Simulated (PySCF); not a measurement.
CH₆AlOP, SMILES [CH3][Al]([OH])[PH2].

Geometry: r2SCAN-D4/def2-SVP. Other conformers were not sampled.

The numbers are results of CAM-B3LYP/def2-TZVP in PySCF, not measurements.

Gas-phase values at a fixed geometry.

Problem. Estimate the frontier levels, gap, dipole moment and polarisability. (Estimate from the structure and the level; the computed values follow.)

Solution. 
- highest occupied level = -8.30 eV
- lowest empty level = 0.54 eV
- orbital gap = 8.83 eV
- dipole moment = 0.63 D
- quadrupole, principal values (traceless, Buckingham form, about the centre of nuclear charge) = -10.89, 4.04, 6.85 D·Å
- mean static polarisability = 68.0 bohr³ (10.08 Å³)
- polarisability, principal values = 55.1, 65.9, 83.0 bohr³
